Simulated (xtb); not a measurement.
xtb input:

```bash
xtb mol.xyz --gfn 2 --sp --chrg 1 --uhf 0
```
mol.xyz:
```
16

C     -2.89773151     0.15975687     1.01019501
Si    -1.55835773     0.47399404    -0.22160997
N      0.07462572    -0.04515251     0.54814227
Si     1.48182112    -0.35581013    -0.68154636
N      2.96011376    -0.33099570     0.11315181
H     -2.97532978    -0.89941912     1.26288661
H     -2.74755164     0.73271384     1.92697126
H     -3.85601045     0.46592020     0.58319070
H     -1.30217138     1.88682116    -0.54025591
H     -1.60690505    -0.36823381    -1.42845657
H     -0.05976259    -0.88889643     1.10893704
H      0.38007932     0.66826003     1.21351399
H      1.10075934    -1.67922500    -1.18661488
H      1.30328576     0.77905697    -1.59437752
H      3.55933750     0.47959489     0.14212766
H      3.41899426    -1.15667136     0.46603743
```

### Question
What final total energy does it print?

### Answer
-16.70155 Eh (GFN2-xTB).

It need not be the lowest isomer of its formula.
